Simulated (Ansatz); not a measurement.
BNH$_{4}$OF$_{2}$, singlet: at the end structure of a reaction step.

Input (in.yaml):

```yaml
crystal:
  periodic: [false, false, false]
  atoms:
    - {symbol: B, position_ang: [-0.566296, 0.139217, -0.236032]}
    - {symbol: N, position_ang: [1.062164, -0.095931, -0.029741]}
    - {symbol: F, position_ang: [-0.892563, -0.660725, -1.317325]}
    - {symbol: F, position_ang: [-0.681199, 1.481684, -0.552531]}
    - {symbol: H, position_ang: [1.237224, -1.071073, 0.190191]}
    - {symbol: O, position_ang: [-1.081775, -0.257140, 1.017869]}
    - {symbol: H, position_ang: [1.391516, 0.478161, 0.739564]}
    - {symbol: H, position_ang: [1.565163, 0.153529, -0.874809]}
    - {symbol: H, position_ang: [-2.034133, -0.167721, 1.062913]}
basis:
  gaussian: {orbitals: def2-TZVPP}
hamiltonian: {xc: lda}
```

Command:

```bash
ansatz run in.yaml --threads 4 --pin off --events-out ev --progress --plain --max-ram 9574MiB
```

The run's output (Ansatz 0.2.0):

```
Functional definition: SPW92
  name "SPW92"
  cite "Dirac, Proc. Camb. Phil. Soc. 26, 376 (1930) doi:10.1017/S0305004100016108"
  cite "Slater, Phys. Rev. 81, 385 (1951) doi:10.1103/PhysRev.81.385"
  cite "Perdew & Wang, Phys. Rev. B 45, 13244 (1992) doi:10.1103/PhysRevB.45.13244"
  exchange = slater_x
  correlation = pw_c
1023 factors; their error is unknown
mean field evaluation 1: about -9639.8800 eV, gradient 9.0e1 eV
mean field evaluation 2: about -9606.6333 eV, gradient 1.6e2 eV
mean field evaluation 4: about -9652.6540 eV, gradient 1.3e1 eV
mean field evaluation 8: about -9652.9074 eV, gradient 2.1e-1 eV
mean field evaluation 16: about -9652.8977 eV, gradient 6.6e-5 eV
mean field -9652.89770664 eV, -354.7374477498 hartree, gradient 7.7e-5 eV, S^2 0.000000; 0 other end points of the search recorded, 0 dependent functions left out
reference -9652.89774470 eV, -354.7374491485 hartree; 21, 21 occupied and 190, 190 virtual orbitals, 1023 factors
Total energy: -9652.89774470 eV, -354.7374491485 hartree
```

The run took about 1.6 s on 4 CPU threads of an AMD EPYC (shared host).
